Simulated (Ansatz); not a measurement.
Molecular dynamics of H$_{10}$CO$_{5}$

Input file:

```yaml
crystal:
  lattice:
    - [6.173631, 0.0, 0.0]
    - [0.0, 6.173631, 0.0]
    - [0.0, 0.0, 6.173631]
  atoms:
    - { symbol: O, position: [0.32658247, 0.55355767, 0.95515417] }
    - { symbol: H, position: [0.46387845, 0.49461824, 1.0040249] }
    - { symbol: H, position: [0.23038022, 0.42602566, 0.92183088] }
    - { symbol: O, position: [1.05285966, 0.23917458, 0.8594666] }
    - { symbol: H, position: [0.98941842, 0.21146323, 0.71711282] }
    - { symbol: H, position: [1.04559469, 0.10022507, 0.94124062] }
    - { symbol: O, position: [0.03107469, 0.87243317, 0.10588691] }
    - { symbol: H, position: [0.03435083, 0.90347703, 0.26042909] }
    - { symbol: H, position: [0.14282914, 0.76083436, 0.08217118] }
    - { symbol: O, position: [0.34572704, 0.79573749, 0.56759768] }
    - { symbol: H, position: [0.41992839, 0.7029609, 0.46455904] }
    - { symbol: H, position: [0.34393926, 0.71110319, 0.7036754] }
    - { symbol: O, position: [0.73813751, 0.18255466, 0.48310465] }
    - { symbol: C, position: [0.57492615, 0.16829749, 0.59425842] }
    - { symbol: H, position: [0.58381738, 0.12851966, 0.77074528] }
    - { symbol: H, position: [0.41027089, 0.19607871, 0.52614915] }
basis:
  ecutwfc: 420.0
kpoints:
  mp_grid: { grid: [1, 1, 1] }
hamiltonian:
  xc: pbe
  dispersion: d3bj
scf:
  occupations: { method: fermi_dirac, width: 0.05 }
  lower_state_search: "off"
md:
  timestep: 0.5
  n_steps: 300
  ensemble: nvt_langevin
  temperature: 700.0
  initial_velocities: maxwell_boltzmann
  seed: 789445
  friction: 0.02
```

Launched with:

```bash
$ ansatz run input.yaml --threads 1 --pin off --max-ram 3072MiB --backend cpu --events-out ev --progress --plain --runs-dir out
```

It starts from a partly relaxed structure (largest force component 0.24 eV/Å).

Output, in part (step lines):

```
md step     0: t =     0.00 fs  T =   656.2 K  F+E_penalty+E_count = -3247.92595718 eV  E_kin = 1.357230 eV  (8 SCF iters)
md step     1: t =     0.50 fs  T =   651.9 K  F+E_penalty+E_count = -3247.86771716 eV  E_kin = 1.348193 eV  (8 SCF iters)
md step     2: t =     1.00 fs  T =   618.3 K  F+E_penalty+E_count = -3247.70167850 eV  E_kin = 1.278843 eV  (8 SCF iters)
md step     3: t =     1.50 fs  T =   511.7 K  F+E_penalty+E_count = -3247.48422392 eV  E_kin = 1.058195 eV  (8 SCF iters)
md step     4: t =     2.00 fs  T =   400.1 K  F+E_penalty+E_count = -3247.32025879 eV  E_kin = 0.827550 eV  (8 SCF iters)
md step     5: t =     2.50 fs  T =   326.8 K  F+E_penalty+E_count = -3247.28905553 eV  E_kin = 0.675881 eV  (6 SCF iters)
md step     6: t =     3.00 fs  T =   400.0 K  F+E_penalty+E_count = -3247.36993098 eV  E_kin = 0.827170 eV  (6 SCF iters)
md step     7: t =     3.50 fs  T =   446.2 K  F+E_penalty+E_count = -3247.48484371 eV  E_kin = 0.922844 eV  (6 SCF iters)
[... lines left out ...]
md step   299: t =   149.50 fs  T =   533.3 K  F+E_penalty+E_count = -3246.54152644 eV  E_kin = 1.102948 eV  (6 SCF iters)
md step   300: t =   150.00 fs  T =   492.4 K  F+E_penalty+E_count = -3246.52298750 eV  E_kin = 1.018370 eV  (8 SCF iters)
```

The steps, from the saved trajectory:

| time (fs) | T (K) | potential energy less start (eV) |
| --- | --- | --- |
| 0.0 | 656 | 0.000 |
| 5.0 | 470 | 0.421 |
| 10.0 | 578 | 0.343 |
| 15.0 | 430 | 0.823 |
| 20.0 | 544 | 0.651 |
| 25.0 | 394 | 0.798 |
| 30.0 | 432 | 0.731 |
| 35.0 | 480 | 0.836 |
| 40.0 | 536 | 0.757 |
| 45.0 | 495 | 0.948 |
| 50.0 | 530 | 0.886 |
| 55.0 | 699 | 0.891 |
| 60.0 | 701 | 1.080 |
| 65.0 | 791 | 1.000 |
| 70.0 | 672 | 1.238 |
| 75.0 | 610 | 1.492 |
| 80.0 | 717 | 1.250 |
| 85.0 | 722 | 1.367 |
| 90.0 | 823 | 1.162 |
| 95.0 | 645 | 1.657 |
| 100.0 | 735 | 1.639 |
| 105.0 | 751 | 1.813 |
| 110.0 | 692 | 1.803 |
| 115.0 | 689 | 1.532 |
| 120.0 | 635 | 1.560 |
| 125.0 | 677 | 1.287 |
| 130.0 | 635 | 1.376 |
| 135.0 | 730 | 1.095 |
| 140.0 | 615 | 1.317 |
| 145.0 | 640 | 1.178 |
| 150.0 | 492 | 1.403 |

The run went to its last step. A run of 0.15 ps of so small a system gives no equilibrium averages. Limits of this set-up: coarse k mesh.

Mean squared displacements from the first frame to the last, about the centre of mass: O 0.30 Å², H 0.92 Å², C 0.39 Å².

Last frame:

```xyz
16
Lattice="6.1736 0.0000 0.0000 0.0000 6.1736 0.0000 0.0000 0.0000 6.1736" Properties=species:S:1:pos:R:3
O 1.829 3.805 5.940
H 1.836 4.046 6.947
H 1.399 2.864 5.860
O 6.775 1.649 4.976
H 6.398 2.029 4.197
H 6.078 0.900 5.158
O -0.595 5.799 0.012
H -1.025 6.190 0.767
H 0.368 5.657 0.279
O 2.137 5.218 2.760
H 3.107 4.816 2.797
H 1.933 4.895 3.609
O 4.799 1.377 3.170
C 3.875 1.122 3.900
H 3.677 0.096 4.383
H 3.058 1.819 4.213
```

Time of the run: 2.7 min on 1 thread of AMD EPYC 9R45 96-Core Processor (Zen 5) (shared host), peak memory 0.39 GiB.
